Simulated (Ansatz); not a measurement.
Geometry optimisation, RKS PBE-D4/def2-mTZVP (Ansatz).

Input:

```yaml
crystal:
  periodic: [false, false, false]
  atoms:
    - { symbol: C, position_ang: [-1.0284, 0.5405, -0.7864] }
    - { symbol: Si, position_ang: [-0.214, -0.8344, 0.0561] }
    - { symbol: B, position_ang: [0.9613, -0.2192, 1.5372] }
    - { symbol: P, position_ang: [1.9006, -0.8268, -0.1786] }
    - { symbol: H, position_ang: [-1.2889, 0.2975, -1.8674] }
    - { symbol: H, position_ang: [-2.0295, 0.8192, -0.2745] }
    - { symbol: H, position_ang: [-0.4064, 1.4909, -0.7768] }
    - { symbol: H, position_ang: [-0.8495, -2.0972, 0.2888] }
    - { symbol: H, position_ang: [1.1196, 0.26, 2.6724] }
    - { symbol: H, position_ang: [1.9184, 0.5184, -0.6678] }
basis:
  gaussian: { orbitals: def2-mTZVP }
hamiltonian:
  xc: pbe
  dispersion: d4
relax:
  f_tol: 0.02
  max_steps: 50
output:
  orbitals: {}
```

Run as:

```bash
$ ansatz run input.yaml --threads 2 --pin off --max-ram 3072MiB --backend cpu --events-out ev --progress --plain --runs-dir out
```

Q: Where does it end, and by what steps?

A: The run converged. The force dipped under the threshold on the way, but the program's further checks kept it going. After 15 steps the energy has fallen by 0.859 eV; H10 moved furthest, 1.16 Å.

| step | energy less start (eV) | largest force component (eV/Å) | accepted |
| --- | --- | --- | --- |
| 0 | 0.0000 | 2.414 | yes |
| 1 | -0.5764 | 0.894 | yes |
| 2 | -0.6922 | 0.222 | yes |
| 3 | -0.7465 | 0.313 | yes |
| 4 | -0.7922 | 0.382 | yes |
| 5 | -0.8226 | 0.567 | yes |
| 6 | -0.8378 | 0.410 | yes |
| 7 | -0.8096 | 0.810 | no |
| 8 | -0.8550 | 0.106 | yes |
| 9 | -0.8571 | 0.055 | yes |
| 10 | -0.8535 | 0.137 | no |
| 11 | -0.8579 | 0.018 | yes |
| 12 | -0.8584 | 0.024 | yes |
| 13 | -0.8531 | 0.168 | no |
| 14 | -0.8586 | 0.010 | yes |
| 15 | -0.8587 | 0.015 | yes |

```xyz
10
Properties=species:S:1:pos:R:3
C -1.344 0.611 -0.761
Si -0.324 -0.672 0.171
B 1.054 -0.206 1.464
P 1.982 -1.012 0.067
H -1.341 0.412 -1.842
H -2.390 0.591 -0.417
H -0.951 1.624 -0.593
H -0.798 -2.066 -0.088
H 1.295 0.627 2.284
H 2.899 0.040 -0.282
```

Run time: 16 s on 2 threads of Intel(R) Xeon(R) 6975P-C (Granite Rapids), with other jobs on the host, peak memory 0.21 GiB.
